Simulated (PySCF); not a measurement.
**Nuclear quadrupole coupling in `C=CC1=C(CC)C=CC=CB1`**

C10H13B.
Cartesian coordinates in Å at the PBE0-D3(BJ)/def2-SVP level; atoms count from 1:
```xyz
24
C10H13B angstrom
C      3.1366    0.4951   -0.6507
C      1.9773   -0.1664   -0.5203
C      0.6652    0.4256   -0.1938
C     -0.2611   -0.3937    0.4617
C      0.1079   -1.8100    0.8647
C     -0.2583   -2.8385   -0.2033
C     -1.6062   -0.0616    0.8007
C     -2.3751    1.0670    0.6397
C     -2.0432    2.3246    0.0800
C     -0.8388    2.7076   -0.4540
B      0.4312    1.8854   -0.6262
H      3.2095    1.5761   -0.5097
H      4.0567   -0.0415   -0.8944
H      2.0137   -1.2507   -0.6678
H     -0.4221   -2.0582    1.7980
H      1.1789   -1.8746    1.1024
H     -1.3374   -2.8141   -0.4211
H     -0.0015   -3.8580    0.1224
H      0.2674   -2.6405   -1.1500
H     -2.1385   -0.8822    1.2954
H     -3.4000    0.9811    1.0154
H     -2.8597    3.0574    0.0920
H     -0.8156    3.7406   -0.8236
H      1.3450    2.4452   -1.1927
```

Field gradients from the PBE0/pcSseg-1 density (PySCF, non-relativistic), principal values in atomic units, ordered |Vxx| ≤ |Vyy| ≤ |Vzz|:

```
atom      Vxx      Vyy     Vzz
 B11  -0.2097  -0.2348  0.4445
```

Q: Find the asymmetry η = (Vxx − Vyy)/Vzz and the couplings χ = eQV/h (234.96 MHz × Q in barn × V in au), with Q(11B) = 0.04059 b.

A: 
| atom | environment | nucleus | η | χzz (MHz) | χxx (MHz) | χyy (MHz) |
| --- | --- | --- | --- | --- | --- | --- |
| B11 | ring boron | 11B | 0.06 | 4.239 | -2.000 | -2.239 |

Q: What is Vzz at B11 in SI units (1 au = 9.71736 × 10²¹ V/m²)?

A: 0.4445 au = 4.319 × 10²¹ V/m².

Q: What couplings would deuterons (Q(2H) = 0.00286 b) have in place of the hydrogens, at this geometry?

A: 
| atom | bonded to | bond length (Å) | Vzz (au) | η | χzz (kHz) |
| --- | --- | --- | --- | --- | --- |
| H12 | C1 | 1.093 | 0.3044 | 0.05 | 205 |
| H13 | C1 | 1.093 | 0.3074 | 0.05 | 207 |
| H14 | C2 | 1.095 | 0.2988 | 0.07 | 201 |
| H15 | C5 | 1.102 | 0.2853 | 0.03 | 192 |
| H16 | C5 | 1.099 | 0.2870 | 0.02 | 193 |
| H17 | C6 | 1.101 | 0.2903 | 0.03 | 195 |
| H18 | C6 | 1.101 | 0.2924 | 0.02 | 197 |
| H19 | C6 | 1.101 | 0.2902 | 0.03 | 195 |
| H20 | C7 | 1.096 | 0.2919 | 0.09 | 196 |
| H21 | C8 | 1.095 | 0.2960 | 0.08 | 199 |
| H22 | C9 | 1.097 | 0.2925 | 0.06 | 197 |
| H23 | C10 | 1.097 | 0.2977 | 0.03 | 200 |
| H24 | B11 | 1.212 | 0.1977 | 0.03 | 133 |

One conformer (not necessarily the lowest) at the PBE0-D3(BJ)/def2-SVP geometry, without solvent, vibrations or thermal averaging. With so small a basis the couplings can be 20 % off.

The run behind these numbers computed NMR shieldings as well. On 2 threads of an Intel Xeon Platinum 8488C, no GPU (shared host), this took 38 s wall, 88 s CPU and 2.0 GiB of memory at its peak.
